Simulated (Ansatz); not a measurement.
The same path of C2H4FSi (8 atoms, charge 1, multiplicity 1) was run twice with different band settings.

Method: RKS LDA/6-31G* (Ansatz).

Relaxed end points:

```xyz
8
Properties=species:S:1:pos:R:3
C -0.344 1.272 0.091
C 0.426 0.312 -0.474
Si 0.109 -1.324 0.148
F 0.890 -2.576 -0.373
H -0.246 2.328 -0.207
H -1.101 1.068 0.867
H 1.176 0.533 -1.247
H -0.910 -1.613 1.195
```

```xyz
8
Properties=species:S:1:pos:R:3
C -0.344 1.273 0.091
C 0.426 0.312 -0.473
Si 0.109 -1.324 0.149
F 0.889 -2.576 -0.375
H -1.101 1.070 0.867
H -0.247 2.328 -0.209
H 1.177 0.532 -1.247
H -0.908 -1.614 1.197
```

Common settings: spring 5.0 eV/Å²; optimiser quadratic models (default); start path through a guess of the saddle point; force threshold 0.05 eV/Å; iteration limit 60; end points relaxed.

| run | movable images | climbing image |
| --- | --- | --- |
| 1 | 5 | yes |
| 2 | 8 | no |

Task: What does each run give, and how far can it be trusted?

Result: Run 1: converged after 20 iterations, highest image 2.405 eV above the first end. Neighbouring images differ by up to 1.7 eV, so the band resolves the path poorly. A vibrational analysis at the climbing image gives one clearly imaginary mode, 3678i cm⁻¹: a first-order saddle point.
Run 2: converged after 19 iterations, highest image 1.821 eV above the first end. No image climbed, so the highest image needn't sit at the top of the path.
Limits of this set-up: the dipole of an ion depends on the origin.
